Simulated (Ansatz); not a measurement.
All numbers were calculated with Ansatz.

`F[SiH2]O[SiH](Cl)Cl` at its PBE0-D4/def2-TZVP geometry, where that method's forces vanish. Charge 0, multiplicity 1.

```json
{"atom": "F1", "x (Å)": "-0.2401", "y (Å)": "2.4129", "z (Å)": "1.3946"}
{"atom": "Si2", "x (Å)": "0.6359", "y (Å)": "1.3400", "z (Å)": "0.6174"}
{"atom": "O3", "x (Å)": "-0.3709", "y (Å)": "0.1526", "z (Å)": "0.1428"}
{"atom": "Si4", "x (Å)": "-0.7469", "y (Å)": "-1.2493", "z (Å)": "-0.5515"}
{"atom": "Cl5", "x (Å)": "-0.2238", "y (Å)": "-1.2017", "z (Å)": "-2.5189"}
{"atom": "Cl6", "x (Å)": "0.2705", "y (Å)": "-2.7598", "z (Å)": "0.3591"}
{"atom": "H7", "x (Å)": "1.2245", "y (Å)": "1.9989", "z (Å)": "-0.5653"}
{"atom": "H8", "x (Å)": "1.6399", "y (Å)": "0.8008", "z (Å)": "1.5560"}
{"atom": "H9", "x (Å)": "-2.1890", "y (Å)": "-1.4943", "z (Å)": "-0.4343"}
```

Problem. For each bond, give half the difference of the two atoms' forces along it (eV/Å; positive pushes the atoms apart) under PBE-D4, r2SCAN-D4, B3LYP-D4, ωB97M-V in def2-TZVPP. (Estimate.)

Solution. The calculation gave: 
| bond | length (Å) | PBE-D4 | r2SCAN-D4 | B3LYP-D4 | ωB97M-V |
| --- | --- | --- | --- | --- | --- |
| F1–Si2 | 1.588 | 0.50 | 0.04 | 0.20 | 0.17 |
| Si2–O3 | 1.627 | 0.11 | 0.02 | 0.07 | 0.10 |
| Si2–H7 | 1.476 | -0.04 | -0.04 | -0.12 | -0.19 |
| Si2–H8 | 1.476 | -0.04 | -0.04 | -0.12 | -0.18 |
| O3–Si4 | 1.609 | 0.21 | 0.04 | 0.04 | 0.08 |
| Si4–Cl5 | 2.036 | 0.13 | 0.04 | 0.18 | 0.05 |
| Si4–Cl6 | 2.036 | 0.13 | 0.04 | 0.18 | 0.05 |
| Si4–H9 | 1.467 | 0.00 | -0.06 | -0.21 | -0.24 |

B3LYP here is the variant with VWN-RPA as its local correlation; programs differ in this.
